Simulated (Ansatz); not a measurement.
Mulliken charges of `[SH][Ga][Br]` radical from B3LYP/def2-TZVPP in Ansatz (PBE0-D4/def2-TZVP geometry).

| atom | x (Å) | y (Å) | z (Å) | charge (e) |
| --- | --- | --- | --- | --- |
| S1 | -0.712 | 1.248 | -0.714 | -0.232 |
| Ga2 | -0.744 | -0.930 | -0.218 | 0.372 |
| Br3 | 1.045 | -1.780 | 0.995 | -0.259 |
| H4 | 0.467 | 1.402 | -0.083 | 0.119 |

Q: By hand: the dipole of these point charges (1 e Å = 4.8032 D).

A: Σ q r = (-0.327, -0.008, -0.183) e Å, of length 0.375 e Å = 1.80 D.

Q: How does the dipole of the full density compare? (Best estimate.)

A: Ansatz gave: (-0.177, 0.007, -0.102) e Å, 0.98 D; the point charges give 1.84 times that, at 3° from its direction.

Point charges leave out the atoms' own dipoles, such as those of lone pairs, and Mulliken's split depends on the basis, so the two needn't agree.

B3LYP here is the variant with VWN-RPA as its local correlation; programs differ in this.
